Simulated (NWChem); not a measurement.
All runs are NWChem calculations. System: ClTl, charge 0, spin multiplicity 1, at a geometry optimised with B3LYP/def2-SVP with def2 effective core potentials on Tl. The structure started from a generated list of species. Level: MP2/def2-TZVP with def2 effective core potentials on Tl, 9 core orbitals frozen.

Part of the output:

```
             Northwest Computational Chemistry Package (NWChem) 7.3.0
             --------------------------------------------------------

                                NWChem Input Module
                                -------------------

 Scaling coordinates for geometry "geometry" by  1.889725989
 (inverse scale =  0.529177249)

 Turning off AUTOSYM since
 SYMMETRY directive was detected!

                             Geometry "geometry" -> ""
                             -------------------------

 Output coordinates in angstroms (scale by  1.889725989 to convert to a.u.)

  No.       Tag          Charge          X              Y              Z
 ---- ---------------- ---------- -------------- -------------- --------------
    1 Tl                  81.0000     0.00000000     0.00000000    -0.44046100
    2 Cl                  17.0000     0.00000000     0.00000000     2.09866500

 Effective nuclear repulsion energy (a.u.)     286.9794850167

            Nuclear Dipole moment (a.u.)
            ----------------------------
        X                 Y               Z
 ---------------- ---------------- ----------------
     0.0000000000     0.0000000000    -0.0000680301

      Symmetry information
      --------------------

 Group name             C2v
 Group number             16
 Group order               4
 No. of unique centers     2

      Symmetry unique atoms

     1    2


 Summary of "ao basis" -> "" (spherical)
 ------------------------------------------------------------------------------
       Tag                 Description            Shells   Functions and Types
 ---------------- ------------------------------  ------  ---------------------
 *                         def2-tzvp                  on all atoms

 Summary of "ao basis" -> "ao basis" (spherical)
 ------------------------------------------------------------------------------
       Tag                 Description            Shells   Functions and Types
 ---------------- ------------------------------  ------  ---------------------
 Tl                        def2-tzvp                16       50   6s5p3d2f
 Cl                        def2-tzvp                13       37   5s5p2d1f

                                 NWChem SCF Module
                                 -----------------

  ao basis        = "ao basis"
  functions       =    87
  atoms           =     2
  closed shells   =    19
  open shells     =     0
  charge          =   0.00
[...]
  --------------------------------------

    Atom       Charge   Shell Charges
 -----------   ------   -------------------------------------------------------
    1 Tl  21    20.41   0.06 -0.56  1.74  0.78  1.10  0.81 -0.55  6.49  0.20  0.24  0.03  9.09  0.89  0.07  0.02  0.00
    2 Cl  17    17.59   2.01  0.45  1.52  1.07  0.91  4.18  1.69  1.07  2.83  1.85  0.00  0.01  0.00

       Multipole analysis of the density wrt the origin
       ------------------------------------------------

     L   x y z        total         open         nuclear
     -   - - -        -----         ----         -------
     0   0 0 0     -0.000000      0.000000     38.000000

     1   1 0 0      0.000000      0.000000      0.000000
     1   0 1 0     -0.000000      0.000000      0.000000
     1   0 0 1     -2.003653      0.000000     49.940968

     2   2 0 0    -27.223094      0.000000      0.000000
     2   1 1 0      0.000000      0.000000      0.000000
     2   1 0 1      0.000000      0.000000      0.000000
     2   0 2 0    -27.223094      0.000000      0.000000
     2   0 1 1     -0.000000      0.000000      0.000000
     2   0 0 2    -36.965471      0.000000    281.931367

                   NWChem MP2 Semi-direct Energy/Gradient Module
                   ---------------------------------------------

  Basis functions       =     87
  Molecular orbitals    =     87
  Frozen core           =      9
  Frozen virtuals       =      0
  Active alpha occupied =     10
  Active beta occupied  =     10
  Active alpha virtual  =     68
  Active beta virtual   =     68
  Use MO symmetry       = T
  Use skeleton AO sym   = T

  AO/Fock/Back tols     =   1.0D-09  1.0D-09  1.0D-09

 GA uses MA = F    GA memory limited = T

 Available:
  local mem=  1.26D+08
 global mem=  1.44D+08
 local disk=  0.00D+00
  mp2_memr nvloc                    68
  nvloc new                    68
   1 passes of  10:        4194304                      49427                   8747758.
   1 passes of  10: M    126138029           G      144164062           F     121943725.

 Semi-direct pass number   1 of   1  for RHF alpha+beta  at        3.1s
  vrange nnbf                  3778
  mp2_eaftype                    33  avail_ma_in_mb                  1099
 EAF : mp2_eaftype filesize          33    4373879.
  mp2_eaf for mointskh                     33
Node 0 wrote     20.6 Mb in      0.0 s     Agg I/O rate:   872.5 Mb/s
 Done moints_semi at        8.1s
  mp2_eaftype                    33  avail_ma_in_mb                  1066
 EAF : mp2_eaftype filesize          33    4373879.
  mp2_eaf for kh                    33
 Done maket at        8.3s
 Done multipass loop at        8.3s

          -------------------------------------------
          SCF energy                -631.108266636661
          Correlation energy          -0.547617879203
          Singlet pairs               -0.284398328512
          Triplet pairs               -0.263219550691
          Total MP2 energy          -631.655884515864
          -------------------------------------------

          ---------------------------------------------------
                    Spin Component Scaled (SCS) MP2
          Same spin pairs                     -0.175479700460
          Same spin scaling factor             0.333333333333
          Opposite spin pairs                 -0.372138178742
          Opposite spin scaling fact.          1.200000000000
          SCS-MP2 correlation energy          -0.505059047978
          Total SCS-MP2 energy              -631.613325684639
          ---------------------------------------------------

 -----------------------
 Performance information
 -----------------------

 Timer overhead =  1.82D-07 seconds/call

               Nr. of calls         CPU time (s)                 Wall time (s)                GFlops
             ---------------    -------------------     ------------------------------   -------------------
Name         Min   Avg   Max    Min     Avg     Max     Min     Avg     Max   Mx/calls   Min     Max     Sum
mp2: moin     1     1     1    5.0     5.0     5.0      5.0     5.0     5.0     5.0      0.0     0.0     0.0
mp2: make     1     1     1   0.15    0.15    0.15     0.15    0.15    0.15    0.15      0.0     0.0     0.0
mp2: tota     1     1     1    5.3     5.3     5.3      5.3     5.3     5.3     5.3      0.0     0.0     0.0

 The average no. of pstat calls per process was 3.00D+00
 with a timing overhead of 5.47D-07s

 Task  times  cpu:        8.2s     wall:        8.2s

 Total times  cpu:        8.3s     wall:        8.3s
```

Question: Write an NWChem input that would produce this output.

Answer: One answer among several that fit: 
```
start mol
memory heap 200 mb stack 900 mb global 1100 mb
geometry units angstroms nocenter noautoz
  Tl     0.000000     0.000000    -0.440461
  Cl     0.000000     0.000000     2.098665
  symmetry group C2v
end
basis spherical
  * library def2-tzvp
end
ecp
  Tl library def2-ecp
end
scf
  rhf
  nopen 0
  maxiter 100
  thresh 1e-7
  semidirect memsize 60000000 filesize 0
end
mp2
  freeze core 9
end
task mp2 energy
```
